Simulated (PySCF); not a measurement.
# Shieldings and the share of exact exchange

Molecule: SMILES O=CCB(Cl)Cl, C₂H₃BCl₂O.

Molfile (atoms numbered from 1):
```
C2H3BCl2O
     RDKit          3D

  9  8  0  0  0  0  0  0  0  0999 V2000
   -1.1641    2.0138    0.2449 O   0  0  0  0  0  0  0  0  0  0  0  0
   -0.7813    0.9294    0.5846 C   0  0  0  0  0  0  0  0  0  0  0  0
   -0.4302   -0.1772   -0.3780 C   0  0  0  0  0  0  0  0  0  0  0  0
    1.0620   -0.6482   -0.2844 B   0  0  0  0  0  0  0  0  0  0  0  0
    1.8225   -0.9000    1.2752 Cl  0  0  0  0  0  0  0  0  0  0  0  0
    2.0007   -0.9543   -1.7237 Cl  0  0  0  0  0  0  0  0  0  0  0  0
   -0.6464    0.6735    1.6663 H   0  0  0  0  0  0  0  0  0  0  0  0
   -1.0249   -1.0672   -0.0903 H   0  0  0  0  0  0  0  0  0  0  0  0
   -0.7091    0.1184   -1.3983 H   0  0  0  0  0  0  0  0  0  0  0  0
  1  2  2  0
  2  3  1  0
  3  4  1  0
  4  5  1  0
  4  6  1  0
  2  7  1  0
  3  8  1  0
  3  9  1  0
M  END
```

GIAO shieldings (ppm, equivalent atoms averaged) in PySCF 2.14 on the PBE0-D3(BJ)/def2-SVP geometry, basis pcSseg-2, gas phase, non-relativistic:

```tsv
functional	exact exchange (%)	σ(C3)	σ(B4)	σ(Cl5/Cl6)
BLYP	0	117.6	27.4	607.4
BP86	0	121.7	32.3	612.9
PBE	0	121.4	31.4	611.3
B3LYP	20	124.5	31.2	640.4
mPW1PW91	25	129.5	35.8	653.7
BHandHLYP	50	133.3	37.9	685.7
HF	100	146.7	52.0	754.6
```

Question: Fit each shielding as a line in the percentage of exact exchange.

Answer: σ(C3) = 120.5 + 0.26 x (rms 1.6 ppm); σ(B4) = 29.6 + 0.21 x (rms 2.1 ppm); σ(Cl5/Cl6) = 612.0 + 1.45 x (rms 2.9 ppm). The functionals also differ in their semilocal parts, which the line can't hold; Hartree–Fock has no correlation at all.

Question: What does the line predict for PBE0 (25 %), and what does the run give?

Answer: σ(C3): 127.0 predicted, 129.8 computed; σ(B4): 34.9 predicted, 35.9 computed; σ(Cl5/Cl6): 648.2 predicted, 653.1 computed ppm.
